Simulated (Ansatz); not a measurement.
Start from `N#[C][Ge]([F])([F])[F]` and change one atom or group to get `[OH][Ge]([F])([F])[F]`.

Ansatz, PBE0-D4/def2-TZVP geometries, multiplicity 1. Each molecule was computed in one conformer, which needn't be the lowest.

Scalar relativity is left out up to krypton.

| property | `N#[C][Ge]([F])([F])[F]` |
| --- | --- |
| HOMO energy (PBE/def2-TZVPP) / eV | -9.66 |
| HOMO energy (ωB97M-V/def2-TZVPP) / eV | -13.67 |
| HOMO energy (PBE0/def2-TZVPP) / eV | -11.32 |
| HOMO–LUMO gap (PBE/def2-TZVPP) / eV | 6.98 |
| ideal-gas entropy at 298 K and 1 bar (rigid rotor, harmonic PBE0-D4/def2-TZVP) / J/(mol·K) | 342 |
| LUMO energy (ωB97M-V/def2-TZVPP) / eV | 0.51 |

Q: Give the same properties after the change, and the shifts. (Estimate.)

A: Ansatz gave: 
```csv
property,`[OH][Ge]([F])([F])[F]`,shift
HOMO energy (PBE/def2-TZVPP) / eV,-8.80,0.86
HOMO energy (ωB97M-V/def2-TZVPP) / eV,-13.21,0.46
HOMO energy (PBE0/def2-TZVPP) / eV,-10.70,0.62
HOMO–LUMO gap (PBE/def2-TZVPP) / eV,6.45,-0.53
"ideal-gas entropy at 298 K and 1 bar (rigid rotor, harmonic PBE0-D4/def2-TZVP) / J/(mol·K)",340,-2
LUMO energy (ωB97M-V/def2-TZVPP) / eV,0.73,0.22
```

With PBE0 the HOMO rises by 0.62 eV and the LUMO rises by 0.45 eV, so the gap narrows by about 0.17 eV. PBE moves the HOMO by 0.86 eV and ωB97M-V by 0.46 eV.
